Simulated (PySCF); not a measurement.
CH2O, SMILES C=O. The structure is a stationary point at PBE0-D3(BJ)/def2-TZVPD.

TDA-M06-2X/def2-TZVPD (PySCF) puts the lowest singlet excitations at 3.85, 7.35, 8.53, 8.57, 8.88, 9.08 eV.

What are the lowest excitation roots from ADC(2)/aug-cc-pVDZ run with PySCF? (An estimate is asked for; the answer gives what the named calculation found.)

4.01, 6.29, 7.29, 7.39, 7.96, 9.54 eV. S1 differs by 0.16 eV (second minus first; roots are paired by order, and the bases may differ).
